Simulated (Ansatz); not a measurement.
Born–Oppenheimer molecular dynamics of H$_{4}$O$_{4}$Si (9 atoms, charge 0, multiplicity 1). It starts from a rough guess of a transition structure, not a stationary point.

Theory: UKS BLYP/STO-3G (Ansatz).

```json
{"ensemble": "NVE (velocity Verlet)", "time step": "0.5 fs", "steps asked": "150", "starting velocities drawn for": "600 K", "seed": "681370"}
```

Frames 2.5 fs apart, positions in Å, forces in eV/Å.

Velocities at 5.0 fs (Å/ps):

```
Si 4.70 3.02 2.32
O -3.21 -2.52 1.77
O 3.69 -4.61 11.87
H -17.11 1.22 26.47
O -2.13 1.35 -9.95
O -5.04 1.51 -10.71
H -7.62 -0.20 15.21
H 25.93 -42.68 -13.29
H -26.00 25.22 18.31
```

```xyz
9
Properties=species:S:1:pos:R:3:forces:R:3 time_fs=5.0 energy_less_start_eV=-0.172 T=789
Si -0.389 -0.334 -0.157 3.76 1.48 0.80
O 1.433 0.106 0.659 -0.38 2.08 1.49
O -0.417 -1.165 1.194 -1.26 -2.49 2.91
H 0.576 -0.663 1.418 1.08 -0.30 0.38
O -1.197 1.005 -0.483 -3.34 4.85 1.35
O -0.114 -0.980 -1.610 0.68 -0.62 -4.80
H 1.594 1.069 1.296 -1.13 -2.49 -2.33
H -1.543 1.468 0.457 0.85 -1.18 -2.25
H -0.115 -0.263 -2.447 -0.25 -1.33 2.45
9
Properties=species:S:1:pos:R:3:forces:R:3 time_fs=7.5 energy_less_start_eV=-0.895 T=1578
Si -0.373 -0.325 -0.150 4.03 0.44 0.63
O 1.425 0.103 0.666 -0.66 0.54 0.49
O -0.411 -1.181 1.228 -1.29 -1.69 1.95
H 0.564 -0.670 1.491 0.70 -0.45 -0.18
O -1.208 1.016 -0.507 -1.26 1.84 -2.15
O -0.125 -0.978 -1.645 0.49 -1.79 -1.35
H 1.542 1.000 1.267 -0.80 -0.71 -1.35
H -1.467 1.347 0.386 -0.98 1.37 1.98
H -0.186 -0.232 -2.344 -0.22 0.45 -0.02
9
Properties=species:S:1:pos:R:3:forces:R:3 time_fs=10.0 energy_less_start_eV=-1.025 T=1728
Si -0.349 -0.315 -0.142 3.92 -0.69 0.91
O 1.413 0.101 0.674 -1.05 -4.57 -2.99
O -0.409 -1.203 1.270 -0.73 -0.66 1.05
H 0.592 -0.704 1.553 -0.22 -0.65 -0.71
O -1.224 1.035 -0.537 -0.74 1.08 -1.01
O -0.135 -0.982 -1.684 0.55 -2.30 0.93
H 1.445 0.916 1.174 -0.31 4.65 2.02
H -1.440 1.294 0.408 -1.01 1.42 1.40
H -0.273 -0.170 -2.239 -0.41 1.73 -1.59
9
Properties=species:S:1:pos:R:3:forces:R:3 time_fs=12.5 energy_less_start_eV=-1.382 T=2118
Si -0.316 -0.307 -0.132 2.74 -1.04 0.98
O 1.398 0.086 0.673 -0.58 0.90 -0.38
O -0.410 -1.228 1.316 -0.41 -0.04 0.04
H 0.608 -0.775 1.577 -0.70 -0.55 -0.45
O -1.242 1.058 -0.571 -0.94 1.16 3.43
O -0.143 -0.994 -1.722 -0.32 1.88 -0.39
H 1.326 1.034 1.158 -0.15 -0.55 -0.69
H -1.470 1.320 0.500 -0.01 0.19 -2.72
H -0.377 -0.037 -2.210 0.38 -1.94 0.19
9
Properties=species:S:1:pos:R:3:forces:R:3 time_fs=15.0 energy_less_start_eV=-1.202 T=1924
Si -0.278 -0.300 -0.120 1.15 -0.99 0.27
O 1.381 0.073 0.670 -0.70 3.95 0.39
O -0.412 -1.253 1.362 -0.96 0.07 -1.11
H 0.588 -0.878 1.576 -0.08 -0.15 0.30
O -1.264 1.085 -0.593 0.04 -0.12 3.25
O -0.151 -0.999 -1.760 -0.69 2.94 0.48
H 1.201 1.144 1.117 0.63 -3.31 -1.48
H -1.505 1.364 0.451 -0.04 0.16 -2.19
H -0.462 -0.002 -2.180 0.66 -2.55 0.09
9
Properties=species:S:1:pos:R:3:forces:R:3 time_fs=17.5 energy_less_start_eV=-1.394 T=2130
Si -0.236 -0.296 -0.107 -0.51 -0.96 -0.53
O 1.361 0.074 0.668 -0.29 2.26 -0.67
O -0.419 -1.278 1.404 -1.88 0.08 -2.03
H 0.566 -0.989 1.592 0.95 0.23 0.77
O -1.286 1.111 -0.604 2.09 -2.52 -1.34
O -0.163 -0.995 -1.796 0.41 0.11 2.81
H 1.111 1.076 0.996 0.84 -1.21 -0.21
H -1.549 1.424 0.295 -1.12 1.35 2.53
H -0.514 -0.101 -2.151 -0.49 0.67 -1.33
9
Properties=species:S:1:pos:R:3:forces:R:3 time_fs=20.0 energy_less_start_eV=-0.980 T=1678
Si -0.197 -0.294 -0.096 -2.21 -1.19 -1.01
O 1.341 0.081 0.663 1.70 -3.49 -2.25
O -0.431 -1.302 1.438 -0.74 0.50 -2.18
H 0.589 -1.090 1.649 -0.16 0.08 0.39
O -1.300 1.129 -0.618 1.86 -2.13 0.11
O -0.172 -0.989 -1.821 1.21 -1.00 3.68
H 1.061 0.968 0.870 -0.29 5.19 1.80
H -1.649 1.552 0.251 -0.21 0.20 0.86
H -0.597 -0.167 -2.196 -1.17 1.84 -1.39
9
Properties=species:S:1:pos:R:3:forces:R:3 time_fs=22.5 energy_less_start_eV=-0.697 T=1362
Si -0.162 -0.295 -0.087 -4.12 -1.04 -1.32
O 1.325 0.081 0.651 1.33 2.44 -0.34
O -0.447 -1.325 1.465 0.43 0.66 -2.07
H 0.603 -1.185 1.729 -1.30 0.04 -0.12
O -1.308 1.138 -0.631 0.52 -0.46 2.68
O -0.178 -0.986 -1.834 -0.63 2.10 1.55
H 1.016 1.085 0.828 1.34 -0.39 0.40
H -1.759 1.688 0.260 1.48 -1.84 -1.89
H -0.731 -0.148 -2.310 0.95 -1.51 1.11
9
Properties=species:S:1:pos:R:3:forces:R:3 time_fs=25.0 energy_less_start_eV=-0.246 T=869
Si -0.135 -0.297 -0.080 -5.62 -0.61 -1.58
O 1.316 0.087 0.637 1.90 5.21 0.77
O -0.462 -1.345 1.483 -0.32 0.61 -2.40
H 0.549 -1.277 1.804 -0.40 0.22 -0.13
O -1.313 1.146 -0.635 0.97 -1.02 1.57
O -0.185 -0.976 -1.841 -0.79 1.91 1.10
H 1.040 1.205 0.816 1.59 -3.22 -0.35
H -1.790 1.726 0.174 1.28 -1.59 -0.80
H -0.818 -0.202 -2.367 1.38 -1.52 1.81
9
Properties=species:S:1:pos:R:3:forces:R:3 time_fs=27.5 energy_less_start_eV=-0.404 T=1038
Si -0.121 -0.301 -0.077 -6.01 -0.23 -1.58
O 1.314 0.112 0.626 2.59 2.69 0.54
O -0.478 -1.363 1.492 -1.67 0.66 -2.99
H 0.476 -1.356 1.873 1.08 0.36 0.13
O -1.314 1.149 -0.635 3.47 -4.06 -2.37
O -0.195 -0.960 -1.842 1.75 -0.90 2.99
H 1.155 1.155 0.787 0.77 -0.96 -0.14
H -1.756 1.683 0.058 -1.04 1.21 3.24
H -0.836 -0.333 -2.327 -0.93 1.23 0.19
9
Properties=species:S:1:pos:R:3:forces:R:3 time_fs=30.0 energy_less_start_eV=-0.445 T=1087
Si -0.119 -0.306 -0.077 -4.80 0.30 -0.75
O 1.321 0.145 0.617 1.96 -4.23 -0.62
O -0.499 -1.378 1.490 -0.54 0.72 -2.49
H 0.453 -1.413 1.944 0.06 0.48 -0.54
O -1.303 1.138 -0.641 2.12 -2.53 -0.42
O -0.199 -0.947 -1.833 2.78 -1.52 3.30
H 1.316 1.079 0.754 0.18 5.17 0.51
H -1.763 1.687 0.099 0.10 -0.17 1.30
H -0.907 -0.401 -2.272 -1.85 1.78 -0.29
9
Properties=species:S:1:pos:R:3:forces:R:3 time_fs=32.5 energy_less_start_eV=-0.723 T=1391
Si -0.127 -0.310 -0.079 -3.60 1.01 0.04
O 1.335 0.168 0.606 1.98 1.40 0.52
O -0.523 -1.391 1.479 0.50 0.74 -1.95
H 0.434 -1.442 1.984 -0.80 0.57 -1.07
O -1.284 1.117 -0.649 0.24 -0.48 2.72
O -0.193 -0.938 -1.812 -0.87 0.83 0.90
H 1.486 1.220 0.738 -0.70 -1.43 -0.77
H -1.766 1.683 0.217 1.55 -1.89 -1.79
H -1.062 -0.378 -2.222 1.70 -0.77 1.40
```

Of the whole run (75 fs, mean temperature of the second half 2017 K): The conserved energy stayed within 1.4 meV per atom of its start (net change -0.85 meV per atom), so the integration is sound. The system heated up, since it started high on the potential surface and ran downhill. A run of 0.075 ps of so small a system gives no equilibrium averages. The orbitals stay closed-shell, which can raise the energy where a bond breaks towards radicals; this wasn't checked here. Limits of this set-up: minimal basis.

The run took 9.7 min on 1 thread of Intel(R) Xeon(R) Processor @ 2.50GHz (Skylake/Cascade Lake) (shared host), peak memory 0.12 GiB.
